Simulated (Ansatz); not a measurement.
C2H9NOSi2, SMILES `C=C[Si](N)(O)[SiH3]`, relaxed with RKS PBE0-D4/def2-TZVP in Ansatz 0.2.0 from a GFN2-xTB geometry. The force threshold is 0.005 eV/Å; the program also tests the step.

Total charge 0; spin multiplicity 1.

Start:

```xyz
15

C     0.513   -0.398    2.428
C     0.812    0.213    1.293
Si    0.067   -0.236   -0.387
N     1.477   -0.397   -1.397
O    -0.660   -1.699   -0.361
Si   -1.643    1.146   -1.082
H     0.931   -0.109    3.381
H    -0.175   -1.229    2.452
H     1.500    1.049    1.331
H     2.141    0.359   -1.414
H     1.348   -0.746   -2.334
H    -0.164   -2.477   -0.118
H    -1.604    1.390   -2.533
H    -1.549    2.478   -0.466
H    -2.992    0.654   -0.793
```

How much energy does the relaxation release, and in how many steps? (An estimate is asked.)

Ansatz gave: 4.17 kcal/mol, in 19 steps, 4 of them rejected.

Which bonds change most? (An estimate is asked.)

The calculation gave: Si3–Si6 from 2.307 to 2.341 Å; C2–Si3 from 1.892 to 1.860 Å; Si3–N4 from 1.741 to 1.711 Å; Si6–H15 from 1.465 to 1.488 Å.

Give the relaxed structure. (Estimate.)

Computed: 
```xyz
15

C     0.456   -0.448    2.402
C     0.753    0.226    1.294
Si    0.087   -0.244   -0.379
N     1.405   -0.095   -1.460
O    -0.612   -1.743   -0.296
Si   -1.653    1.142   -1.105
H     0.834   -0.160    3.379
H    -0.191   -1.321    2.376
H     1.390    1.106    1.381
H     2.360   -0.211   -1.164
H     1.304   -0.159   -2.459
H    -0.023   -2.484   -0.139
H    -1.903    0.950   -2.563
H    -1.287    2.570   -0.893
H    -2.920    0.869   -0.374
```
